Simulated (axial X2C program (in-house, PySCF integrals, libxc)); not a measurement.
# Which molecule has these constants?

All values come from calculations with an in-house all-electron X2C program for linear molecules (integrals from PySCF), spin-free (one-electron X2C) or two-component (2c: spin–orbit coupling with atomic mean-field Coulomb and Gaunt terms, which also bring small scalar terms), in Dyall basis sets with cores contracted in-house; open shells are unrestricted.

A two-component CCSD(T) calculation in a Dyall 3-zeta basis gave Re = 2.582 Å, ωe = 218.2 cm⁻¹, De = 3.73 eV, Ω = 0.

Question: Which molecule is it?
A. AlBr
B. GaBr
C. InBr

Answer: C. The others have AlBr 2.317 Å and 378.4 cm⁻¹ (Ω = 0); GaBr 2.381 Å and 264.0 cm⁻¹ (Ω = 0).

Frozen shells (counts by l): InBr In 4s3p2d, Br 3s2p1d, 10 electrons correlated; AlBr Br 3s2p1d, Al 2s1p, 10 electrons correlated; GaBr Br 3s2p1d, Ga 3s2p1d, 10 electrons correlated. Coupled cluster in natural virtuals with an MP2 remainder. Where the outer core of a metal is frozen, bonds come out longer and ionisation energies lower.

Each entry is the lowest single determinant of a limited PBE0 search at one distance. De goes to single-determinant-based atoms at the same level (for ions the charge split of lowest energy) and is withheld (n/a) where an atom does not fit its ground term or J level. Main or longest-lived isotopes.
